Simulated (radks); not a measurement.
Values are calculated unless marked as measured or tabulated.
Task: The sulfur ion S4+, 12 electrons, occupied as [Ne] 3s2 (the NIST ground configuration). Level of theory: scalar-relativistic Kohn-Sham, PBEsol, spin-unpolarised, spherical densities, point nucleus (a radial shooting solver on a logarithmic mesh with Libxc functionals). Some entries of the table are withheld. Estimate them.

orbital  occ.  eigenvalue (hartree)  <1/r> (bohr^-1)
1s          2                   (1)            15.64
2s          2              -9.94499              (2)
2p          6              -7.93621            2.972
3s          2              -2.42004              (3)

Result: 
(1) 1s eigenvalue (hartree): -90.54216
(2) 2s <1/r> (bohr^-1): 3.073
(3) 3s <1/r> (bohr^-1): 0.9461
